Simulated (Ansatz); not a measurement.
`C=NB[SiH3]` + H–F → `C=NBF` + SiH₄ at 500 K and 1 bar (cleavage of the B–Si bond).

Program: Ansatz. Geometries: PBE0-D4/def2-TZVP. ΔE: electronic, gas phase. CCSD(T)/CBS is the MP2 limit (def2-TZVPP, def2-QZVPP) plus CCSD(T) − MP2 in def2-TZVPP, frozen cores. This one scheme is used for every species. Each species was taken in one conformer, which may not be the lowest.

| species | CCSD(T)/CBS energy (Eh) | H − E (kJ/mol) | S (J/(mol·K)) |
| --- | --- | --- | --- |
| `C=NB[SiH3]` | -410.21746 | 221.0 | 381.4 |
| H–F | -100.39570 | 39.4 | 188.7 |
| `C=NBF` | -219.19469 | 151.8 | 332.2 |
| SiH₄ | -291.46306 | 102.4 | 230.9 |

H − E and S are ideal-gas, rigid-rotor, harmonic terms from PBE0-D4/def2-TZVP, for one conformer and one mirror image of each species. 1 Eh = 2625.50 kJ/mol, R = 8.31446 J/(mol·K).

Task: By hand: ΔE, ΔH, ΔS and ΔG.

Result: ΔE = (-219.19469) + (-291.46306) − (-410.21746) − (-100.39570) = -0.04459 Eh = -117.1 kJ/mol. Δ(H − E) = 151.8 + 102.4 − 221.0 − 39.4 = -6.2, so ΔH = -123.3 kJ/mol. ΔS = 332.2 + 230.9 − 381.4 − 188.7 = -7.0 J/(mol·K). ΔG = -123.3 − 500 × (-7.0)/1000 = -119.8 kJ/mol.

Task: By hand: the equilibrium constant, and the temperature at which ΔG would vanish if ΔH and ΔS stayed fixed.

Result: log₁₀ K = −ΔG/(RT ln 10) = 12.5. ΔG = 0 at ΔH/ΔS = 17614 K, far beyond where these terms or the molecules hold.

The number of gas molecules stays the same, so ΔS is small and ΔH decides. A doubt of 5 kJ/mol in ΔE shifts log₁₀ K by 0.5 here. Other conformers and mirror images would add mixing entropy, several J/(mol·K) or more a flexible species. These are equilibria of isolated gas molecules and say nothing of rates. Largest T1 diagnostic: 0.017 (customary marks: 0.02 for closed shells, 0.045 for open ones).
